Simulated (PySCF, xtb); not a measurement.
CH₆ClFSi₃, SMILES [SiH2]1[Si@](C[SiH2]1)(Cl)F.

GFN2-xTB run with xtb at its own geometry gives an orbital gap of 3.65 eV and a dipole moment of 2.46 D.

Geometry: r2SCAN-D4/def2-SVP. The structure was generated by enumeration; whether it is a known compound was not checked.

Question: What does PBE/def2-TZVP in PySCF give? (An estimate is asked for; the answer gives what the named calculation found.)

Answer: gap 4.54 eV (levels -6.53 and -2.00 eV), dipole 1.97 D.
